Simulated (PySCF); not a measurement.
All values below come from PBE-D3(BJ)/def2-TZVP // CAM-B3LYP-D3(BJ)/def2-SVP in PySCF. Isolated molecules, 0 K electronic values unless said otherwise. One relaxed conformer stands for a flexible species; it need not be the lowest. 

Reference species (SMILES): `C[CH2][In]([I])[CH2]C` (C–C–In–I torsion 0°, I–In–C–C torsion 178°) (neutral, multiplicity 1).

```
Property                  Result
----------------------  --------
S1 oscillator strength     0.000
HOMO                    -5.71 eV
HOMO–LUMO gap            3.65 eV
```

After one change: the S1 oscillator strength hardly moves; the HOMO rises by 0.38 eV; the HOMO–LUMO gap rises by 0.06 eV.

### Question
Which change was made? The new species is one of these.
(A) `C[CH2][In]([CH2]C)[CH2]C`
(B) `C[CH2][In]([I])[I]` (C–C–In–I torsion 179°)
(C) `[I][In]([I])[I]`

### Answer
A, `C[CH2][In]([CH2]C)[CH2]C`
